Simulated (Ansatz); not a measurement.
HGe(SiH3)3 (Si₃GeH₁₀). Charge 0, multiplicity 1. Geometry r2SCAN-D4/def2-SVP.

```
atom    x (Å)    y (Å)    z (Å)
 Ge1  -0.2979   0.6123  -0.0533
 Si2   0.8194   0.4579   2.0438
 Si3   1.2775   0.3447  -1.8188
 Si4  -1.9585  -1.0881  -0.1998
  H5  -0.9700   1.9952  -0.1743
  H6   1.4574  -0.8894   2.1561
  H7  -0.1470   0.6271   3.1715
  H8   1.8822   1.5030   2.1560
  H9   1.9369  -0.9900  -1.6827
 H10   0.5982   0.4109  -3.1487
 H11   2.3271   1.4071  -1.7580
 H12  -2.9554  -0.9517   0.9057
 H13  -2.6743  -1.0154  -1.5101
 H14  -1.2958  -2.4236  -0.0873
```

The 6-31G sets use Cartesian d functions.

Estimate the orbital energies around the gap (eV) in Ansatz with HF/6-31G, r2SCANh-D4/def2-TZVP, r2SCANh-D4/def2-TZVPD, PBE0-D4/def2-SVP, PBE0-D4/def2-TZVPD.


```tsv
orbital	HF/6-31G	r2SCANh-D4/def2-TZVP	r2SCANh-D4/def2-TZVPD	PBE0-D4/def2-SVP	PBE0-D4/def2-TZVPD
HOMO−5	-13.10	-9.37	-9.36	-9.86	-9.85
HOMO−4	-13.10	-9.36	-9.36	-9.85	-9.85
HOMO−3	-13.01	-9.28	-9.28	-9.77	-9.77
HOMO−2	-11.73	-8.47	-8.46	-8.92	-8.91
HOMO−1	-10.24	-7.50	-7.49	-7.95	-7.90
HOMO	-10.24	-7.50	-7.49	-7.95	-7.90
LUMO	2.97	-0.40	-0.45	0.06	-0.31
LUMO+1	3.28	-0.38	-0.41	0.10	-0.23
LUMO+2	3.28	-0.38	-0.41	0.10	-0.23
LUMO+3	3.64	-0.18	-0.29	0.43	-0.17
LUMO+4	3.64	0.36	0.20	0.88	0.25
LUMO+5	4.00	0.37	0.21	0.89	0.25
```
